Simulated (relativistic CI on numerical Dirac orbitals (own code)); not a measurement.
**Cu4+: K-beta X-ray emission**

Computed with this model: Dirac-Coulomb-Breit CI, orbitals from a KLI potential per configuration, model QED (radiative potential, 1s self-energy scaled to tabulated hydrogen-like ionisation energies), valence Slater integrals scaled by 0.8, multiplet model of X-ray emission after core ionisation; configurations [Ar] 3d7 → 1s 2s2 2p6 3s2 3p6 3d7 → [Ne] 3s2 3p5 3d7; 80 K; Lorentzian 1.6 eV and Gaussian 1 eV FWHM. Energies are those of the free ion, without screening or charge transfer. S is read from ⟨S²⟩ = S(S + 1).

Field parameters in Wybourne normalisation: Oh B⁴₀ = 21Dq, B⁴₄ = √(5/14) B⁴₀. The field is a parameter set, without covalency.

Computed curve for Oh, 10Dq = 22600 cm⁻¹, scaled to 100 at the maximum (points under 2 are left out and the grid is thinned):

| Energy (eV) | Intensity |
| --- | --- |
| 8887.4 | 2.2 |
| 8888.4 | 2.7 |
| 8889.2 | 2.9 |
| 8890.2 | 4.1 |
| 8891.2 | 7.4 |
| 8892.2 | 13.8 |
| 8893.0 | 22.3 |
| 8894.0 | 29.7 |
| 8895.0 | 29.6 |
| 8896.0 | 24.8 |
| 8896.8 | 19.0 |
| 8897.8 | 14.5 |
| 8898.8 | 14.2 |
| 8899.8 | 13.2 |
| 8900.6 | 11.4 |
| 8901.6 | 9.6 |
| 8902.6 | 12.8 |
| 8903.6 | 19.1 |
| 8904.4 | 22.5 |
| 8905.4 | 35.9 |
| 8906.4 | 33.8 |
| 8907.4 | 22.1 |
| 8908.2 | 22.8 |
| 8909.2 | 30.5 |
| 8910.2 | 45.7 |
| 8911.2 | 59.8 |
| 8912.0 | 61.4 |
| 8913.0 | 70.2 |
| 8914.0 | 75.2 |
| 8915.0 | 85.2 |
| 8915.8 | 94.4 |
| 8916.8 | 88.1 |
| 8917.8 | 37.0 |
| 8918.8 | 15.7 |
| 8919.6 | 9.7 |
| 8920.6 | 6.1 |
| 8921.6 | 4.3 |
| 8922.6 | 3.2 |
| 8923.4 | 2.6 |
| 8924.4 | 2.1 |

The ground state has S = 1.50, and the centroid lies at 8909.21 eV.
